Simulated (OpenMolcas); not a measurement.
**Ta2+: effect of the active space**

```
Program             : OpenMolcas 26.06
Method              : MS-CASPT2, IPEA 0.25 Eh, imaginary shift 0.1 Eh
Basis               : ANO-RCC-VTZP
Scalar Hamiltonian  : DKH4, point nucleus
Spin-orbit coupling : state interaction with AMFI integrals over the reference wave functions, term energies averaged over their components
```

A. 3 electrons in 5 orbitals (5d); 2S+1 = 4 even, 10 roots; 2S+1 = 2 even, 40 roots; closed shells correlated: 5s 5p; CASPT2 step of the order of 18 core-seconds
B. 3 electrons in 10 orbitals (5d 6d); 2S+1 = 4 even, 10 roots; 2S+1 = 2 even, 40 roots; closed shells correlated: 5s 5p; CASPT2 step roughly 4 core-minutes

Energies in cm⁻¹ above 5d³ ⁴F_3/2.

```csv
Level,A,B
5d³ ⁴F_3/2,0.0,0.0
5d³ ⁴F_5/2,2580,2600
5d³ ⁴F_7/2,5040,5070
5d³ ⁴F_9/2,7110,7200
5d³ ²G_7/2,12540,12490
5d³ ⁴P_5/2,14480,14420
5d³ ⁴P_3/2 [50 %],15410,15180
5d³ ²H_11/2,18790,19050
5d³ ²D_5/2(1),18960,18850
5d³ ²F_7/2,24780,24540
5d³ ²F_5/2,24930,24710
5d³ ²D_5/2(2),37370,37160
5d³ ²D_3/2(2),37970,37580
```

Between A and B the level of the table that moves most is 5d³ ²D_3/2(2), by 390 cm-1 (lowest in B, highest in A). Moves below CASPT2's spread within the term are not significant.

CASPT2 breaks the degeneracy within a term, and the mean is taken; among the terms shown or strongly mixed into the levels shown the widest spread is 680 cm-1 (5d³ ²H, A). Configurations with an s electron lie low in 5d ions of this charge, fall among these levels and mix in, so low-spin terms can stand far too high, up to twice their true height, and weights are not those of the real levels (holds for A). Active for correlation alone: 6d; no level in the range computed is led by a configuration that fills it, so any true level of that kind is missing (holds for B). The CASPT2 spread within a term exceeds the gap to the next term for 5d³ ²G and 5d³ ⁴P, so the order of their levels is uncertain (holds for B). Levels of configurations outside the active space are missing. Levels that lie high or do not pair safely by name in every column are left out.

A share in square brackets marks a mixed level and gives the weight of the term that names it, the lowest over the columns. A number in round brackets counts repeated terms of one configuration in the order of the reference energies.
